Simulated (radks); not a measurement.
Spin polarisation of the 3d9 shell in the copper ion Cu2+. Start: [Ar] 3d(up 4.5, down 4.5); electrons of 3d are moved from spin down to spin up, other shells keep equal spins. Calculated with a radial shooting solver on a logarithmic mesh with Libxc functionals: non-relativistic Kohn-Sham, PBEsol, spin-polarised, spherical densities, point nucleus.

| moment (Bohr magnetons) | E - E(0) (eV) | e(3d up) (eV) | e(3d down) (eV) | 3p down minus up (eV) | 3s down minus up (eV) |
|---|---|---|---|---|---|
| 0 | 0.000 | -29.814 | -29.814 | 0.000 | 0.000 |
| 0.25 | -0.016 | -29.943 | -29.681 | 0.281 | 0.285 |
| 0.5 | -0.066 | -30.069 | -29.545 | 0.562 | 0.570 |
| 0.75 | -0.148 | -30.192 | -29.406 | 0.843 | 0.855 |
| 1 | -0.262 | -30.312 | -29.263 | 1.124 | 1.140 |

At moment 1 the spin-polarisation energy is -0.262 eV and the 3d exchange splitting 1.049 eV, that is 1.049 eV per Bohr magneton; E = -I m^2/4 would give I = 1.049 eV.
